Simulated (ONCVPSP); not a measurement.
# Before and after: ONCV potential for P (Z = 15)

P, optimised norm-conserving Vanderbilt (ONCV), made with ONCVPSP 4.0.1 (revPBE, scalar-relativistic). Core [He], reference 2s2 2p6 3s2 3p1.5 (charge +1.5). Waves: 2s+3s: rc 1.05 bohr, ncon 3, nbas 7, qcut 12.3 1/bohr, 2 projectors; 2p+3p: rc 0.90 bohr, ncon 3, nbas 7, qcut 17.6 1/bohr, 2 projectors; d scattering state at 0.2 Ha: rc 0.90 bohr, ncon 3, nbas 7, qcut 10.7 1/bohr, 2 projectors, debl 0.8 Ha. Local part: polynomial inside 0.65 bohr (lpopt 5, dvloc0 3 Ha). Core correction: Teter function, fcfact 5, rcfact 1.

All-electron outer shells of the reference configuration (revPBE, scalar-relativistic, ld1.x):

```csv
shell,level (eV),outermost node (bohr),outermost maximum (bohr)
1s,-2101.81,–,0.07
2s,-190.93,0.14,0.42
2p,-141.32,–,0.36
3s,-28.46,0.65,1.54
3p,-19.08,0.64,1.72
```

Change: all radii but the core radius scaled by about 1.18 (s 1.24, p 1.06, d 1.06 bohr); local potential polynomial inside 0.78 bohr (lpopt 5, dvloc0 3 Ha).

Cutoffs: the cutoffs (Ha) at which the residual kinetic energy of the hardest occupied pseudo-wave falls to 1 and 0.1 mHa per electron; they do not see the model core or the augmentation charge, which bear on the density cutoff. Errors are all-electron minus pseudo energies relative to the spin-unpolarised reference configuration.

What does the change do?

The potential gets softer (111 Ha and 126 Ha → 97 Ha and 112 Ha); of the 4 tests that both files solve, the error grows in 2 and shrinks in 0 by more than 15 % and 0.3 meV (median size 0.2 → 1.1 meV); neither file shows a bound ghost. A larger radius leaves more room for a smooth pseudo-wave, so fewer plane waves are needed.

| quantity | base | changed |
| --- | --- | --- |
| cutoff, loose | 111 Ha | 97 Ha |
| cutoff, tight | 126 Ha | 112 Ha |
| loose cutoff by channel | s 39 Ha, p 111 Ha | s 39 Ha, p 97 Ha |
| bound ghosts | none | none |
| GHOST(+) flags under 300 eV | none | none |
| error for 2s2 2p6 3s2 3p3, meV [ΔE -18.01 eV] | +1.3 | +1.7 |
| error for 2s2 2p6 3s2 3p2, meV [ΔE -8.31 eV] | +0.3 | +0.5 |
| error for 2s2 2p6 3s2 3p1, meV [ΔE 10.82 eV] | +0.1 | +0.1 |
| error for 2s2 2p6 3s1 3p0, meV [ΔE 92.42 eV] | -0.1 | -2.7 |
| rms error of d²Exc/dni dnj with the model core, mHa | 1.88 | 1.59 |
